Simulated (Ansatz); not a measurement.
`[SiH3]/C=C\S` + H₂ → `C=C[SiH3]` + H₂S at 500 K and 1 bar (hydrogenolysis of a C–S bond).

Gas-phase electronic energies from Ansatz, PBE0-D4/def2-TZVP geometries. CCSD(T)/CBS is the MP2 limit (def2-TZVPP, def2-QZVPP) plus CCSD(T) − MP2 in def2-TZVPP, frozen cores. This one scheme is used for every species. Each species was taken in one conformer, which may not be the lowest.

```tsv
species	CCSD(T)/CBS energy (Eh)	H − E (kJ/mol)	S (J/(mol·K))
`[SiH3]/C=C\S`	-766.53607	218.1	397.2
H₂	-1.17544	41.0	145.5
`C=C[SiH3]`	-368.76077	209.7	334.4
H₂S	-398.97279	57.0	224.0
```

H − E and S are ideal-gas, rigid-rotor, harmonic terms from PBE0-D4/def2-TZVP, for one conformer and one mirror image of each species. The MP2-based limit puts H₂ 0.8 mEh under its directly extrapolated value; such offsets cancel only in part. 1 Eh = 2625.50 kJ/mol, R = 8.31446 J/(mol·K).

Question: By hand: ΔE, ΔH, ΔS and ΔG.

Answer: ΔE = (-368.76077) + (-398.97279) − (-766.53607) − (-1.17544) = -0.02205 Eh = -57.9 kJ/mol. Δ(H − E) = 209.7 + 57.0 − 218.1 − 41.0 = 7.6, so ΔH = -50.3 kJ/mol. ΔS = 334.4 + 224.0 − 397.2 − 145.5 = 15.7 J/(mol·K). ΔG = -50.3 − 500 × (15.7)/1000 = -58.1 kJ/mol.

Question: By hand: the equilibrium constant, and the temperature at which ΔG would vanish if ΔH and ΔS stayed fixed.

Answer: log₁₀ K = −ΔG/(RT ln 10) = 6.1. ΔH and −TΔS have one sign here, so there is no such temperature.

ΔH outweighs TΔS. A doubt of 5 kJ/mol in ΔE shifts log₁₀ K by 0.5 here. Other conformers and mirror images would add mixing entropy, several J/(mol·K) or more a flexible species. Modes under 60 cm⁻¹, often nearly free rotors, make the harmonic entropy too high. These are equilibria of isolated gas molecules and say nothing of rates. Largest T1 diagnostic: 0.013 (customary marks: 0.02 for closed shells, 0.045 for open ones).
